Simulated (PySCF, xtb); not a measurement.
Al(Br)(OH)2 (AlBrH2O2), SMILES [OH][Al]([OH])[Br]. One conformer was computed; it need not be the lowest.

Harmonic wavenumbers (cm⁻¹) from GFN2-xTB (xtb) at its own minimum, in rising order: 106, 166, 201, 238, 309, 398, 406, 433, 820, 996, 3804, 3806.

What does r2SCAN-D4/def2-SVP (PySCF 2.14.0) give at its own minimum? (An estimate is asked for; the answer gives what the named calculation found.)

159, 207, 246, 294, 348, 389, 518, 579, 818, 979, 3952, 3953. Paired by order, the mean absolute difference is 68 cm⁻¹ and the zero-point energies are 16.7 and 17.8 kcal/mol.
